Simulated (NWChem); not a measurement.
System: water (H2O); SMILES O

Input file for NWChem:

```
start job
memory heap 200 mb stack 700 mb global 900 mb
geometry units angstroms noautosym nocenter noautoz
  O      0.000000     0.000000     0.133319
  H      0.754171     0.000000    -0.464992
  H     -0.754171     0.000000    -0.464992
end
basis spherical
  * library def2-svp
end
dft
  xc pbe0
  iterations 150
end
property
  shielding 2 1 2
end
task dft property
```

Parts of the log:

```
             Northwest Computational Chemistry Package (NWChem) 7.3.0
             --------------------------------------------------------

                             Geometry "geometry" -> ""
                             -------------------------

 Output coordinates in angstroms (scale by  1.889725989 to convert to a.u.)

  No.       Tag          Charge          X              Y              Z
 ---- ---------------- ---------- -------------- -------------- --------------
    1 O                    8.0000     0.00000000     0.00000000     0.13331900
    2 H                    1.0000     0.75417100     0.00000000    -0.46499200
    3 H                    1.0000    -0.75417100     0.00000000    -0.46499200

 Effective nuclear repulsion energy (a.u.)       9.1459150883

                              NWChem Property Module
                              ----------------------

  itol2e modified to match energy
  convergence criterion.

                                 NWChem DFT Module
                                 -----------------

 Summary of "ao basis" -> "ao basis" (spherical)
 ------------------------------------------------------------------------------
       Tag                 Description            Shells   Functions and Types
 ---------------- ------------------------------  ------  ---------------------
 O                          def2-svp                 6       14   3s2p1d
 H                          def2-svp                 3        5   2s1p

  itol2e modified to match energy
  convergence criterion.

            General Information
            -------------------
          SCF calculation type: DFT
          Wavefunction type:  closed shell.
          No. of atoms     :     3
          No. of electrons :    10
           Alpha electrons :     5
            Beta electrons :     5
          Charge           :     0
          Spin multiplicity:     1
          Use of symmetry is: off; symmetry adaption is: off
          Maximum number of iterations: 150
          AO basis - number of functions:    24
                     number of shells:    12
          Convergence on energy requested:  1.00D-07
          Convergence on density requested:  1.00D-05
          Convergence on gradient requested:  5.00D-04

              XC Information
              --------------
                         PBE0 Method XC Functional
                     Hartree-Fock (Exact) Exchange  0.250
          PerdewBurkeErnzerhof Exchange Functional  0.750
            Perdew 1991 LDA Correlation Functional  1.000 local
           PerdewBurkeErnz. Correlation Functional  1.000 non-local

             Grid Information
             ----------------
          Grid used for XC integration:  fine
          Radial quadrature: Mura-Knowles
          Angular quadrature: Lebedev.
          Tag              B.-S. Rad. Rad. Pts. Rad. Cut. Ang. Pts.
          ---              ---------- --------- --------- ---------
          O                   0.60       70           5.0       590
          H                   0.35       60           7.0       590
          Grid pruning is: on
          Number of quadrature shells:   190
          Spatial weights used:  Erf1

      Superposition of Atomic Density Guess
      -------------------------------------

 Sum of atomic energies:         -75.68971188

      Non-variational initial energy
      ------------------------------

[...]

          -----------------------------------------
          Chemical Shielding Tensors (GIAO, in ppm)
          -----------------------------------------

                                NWChem CPHF Module
                                ------------------

  scftype          =     RHF
  nclosed          =        5
  nopen            =        0
  variables        =       95
  # of vectors     =        3
  tolerance        = 0.10D-03
  level shift      = 0.00D+00
  max iterations   =       50
  max subspace     =       30

 SCF residual:    4.9354091757034254E-006

Iterative solution of linear equations
  No. of variables       95
  No. of equations        3
  Maximum subspace       30
        Iterations       50
       Convergence  1.0D-04

   iter   nsub   residual    time
   ----  ------  --------  ---------
     1      3    1.55D-01       2.1
     2      6    1.26D-02       2.3
     3      9    3.77D-04       2.5
     4     12    1.40D-05       2.7

      Atom:    1  O
        Diamagnetic
    393.9836     -0.0000      0.0000
     -0.0000    362.1188      0.0000
      0.0000      0.0000    381.6520

        Paramagnetic
    -28.5074      0.0000     -0.0000
      0.0000    -38.3917     -0.0000
     -0.0000     -0.0000    -41.7526

        Total Shielding Tensor
    365.4762      0.0000     -0.0000
      0.0000    323.7270     -0.0000
     -0.0000     -0.0000    339.8995

           isotropic =     343.0342
          anisotropy =      33.6629

          Principal Components and Axis System
                 1           2           3
              365.4762    339.8995    323.7270

      1         1.0000      0.0000     -0.0000
      2         0.0000     -0.0000      1.0000
      3        -0.0000      1.0000      0.0000

      Atom:    2  H
        Diamagnetic
     38.1494     -0.0000     -7.3850
     -0.0000     23.5953      0.0000
     -7.3850      0.0000     31.1771

        Paramagnetic
      0.9004      0.0000     -0.6027
      0.0000      0.7661      0.0000
     -0.6027      0.0000      0.0595

        Total Shielding Tensor
     39.0498     -0.0000     -7.9876
     -0.0000     24.3613      0.0000
     -7.9876      0.0000     31.2366

           isotropic =      31.5493
          anisotropy =      18.7286

          Principal Components and Axis System
                 1           2           3
               44.0350     26.2515     24.3613

      1         0.8483      0.5295     -0.0000
      2        -0.0000      0.0000      1.0000
      3        -0.5295      0.8483     -0.0000
```

Level: PBE0/def2-SVP, GIAO. Geometry: optimised at PBE0/def2-SVP. No frequency run checked for a minimum. The printed shielding anisotropy is the first printed principal value minus the mean of the other two.
